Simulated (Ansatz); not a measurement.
Reaction (formal exchange of groups at the Si–O bond): `[MgH][O][SiH3]` + `C[CH2][GeH3]` → `C[CH]([SiH3])[GeH3]` + `[OH][MgH]`

Calculated with Ansatz (gas phase, PBE0-D4/def2-TZVP geometries, no zero-point term in ΔE). CBS: MP2 limit from def2 TZ/QZ plus the TZ coupled-cluster correction, frozen cores. DFT in def2-TZVPP. For Ge, Mg outer-core shells are correlated without core-valence functions, which leaves a few kJ/mol of doubt a bond. Scalar relativity is left out up to krypton.

```tsv
species	ωB97X-V energy (Eh)
`[MgH][O][SiH3]`	-567.20485
`C[CH2][GeH3]`	-2157.83892
`C[CH]([SiH3])[GeH3]`	-2448.49647
`[OH][MgH]`	-276.50053
```

(1) Work out ΔE.

Largest T1 diagnostic among the species: 0.011.

Results:

(1) ΔE = (-2448.49647) + (-276.50053) − (-567.20485) − (-2157.83892) = 0.04677 Eh = +122.8 kJ/mol. CCSD(T)/CBS gives +122.4 kJ/mol.

From PBE to PBE0 (25 % exact exchange), in def2-TZVPP and without D4, ΔE moves by +4.6 kJ/mol. In def2-TZVPP, CCSD(T) changes the Hartree–Fock value by −28.5 kJ/mol (the triples alone add −3.9 kJ/mol) and MP2 by −30.6 kJ/mol.
